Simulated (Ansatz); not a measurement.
Species: CHNS, SMILES `N#CS` (charge 0, multiplicity 1).

Problem. Give a relaxed geometry from Ansatz (a program for electronic structure) with B3LYP-D3(BJ)/def2-TZVP.

Solution. the end point of this relaxation (outside a Z-matrix the atoms follow the SMILES, hydrogens last).
Bond lengths (Å): N1–C2 1.155, C2–S3 1.692, S3–H4 1.347. Angles (°): N1–C2–S3 176.4, C2–S3–H4 95.1.
